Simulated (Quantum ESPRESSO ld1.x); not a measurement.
S IV, 13 electrons, occupied as [Ne] 3s2 3p1. Method: scalar-relativistic Kohn-Sham, LDA (Slater exchange, VWN5 correlation), spin-polarised, spherical densities, point nucleus; open shells are filled with parallel spins first; computed with ld1.x of Quantum ESPRESSO 7.5.

Radial electron density D(r) = 4 pi r^2 rho(r):

```
   r/bohr * D(r) (the largest magnitude, 18.3, reaches the edge; | marks zero)
 0.004496 | *
  0.00567 |  *
 0.007208 |   *
 0.009163 |     *
  0.01156 |         *
  0.01469 |             *
  0.01867 |                   *
  0.02355 |                          *
  0.02994 |                                  *
  0.03806 |                                           *
    0.048 |                                                  *
  0.06102 |                                                      *
  0.07757 |                                                     *
  0.09782 |                                               *
   0.1244 |                                        *
   0.1581 |                                   *
   0.1994 |                                      *
   0.2535 |                                             *
   0.3222 |                                                    *
   0.4063 |                                                 *
   0.5165 |                                    *
   0.6567 |                    *
   0.8348 |         *
    1.053 |       *
    1.338 |      *
    1.701 |     *
    2.146 |  *
    2.728 |*
    3.467 *
    4.373 *
    5.559 *
```

D(r) has 3 maxima, at r = 0.0656, 0.341, 1.21 bohr, and minima at 0.165, 1.15 bohr, inside which lie 2.19, 10.62 electrons.
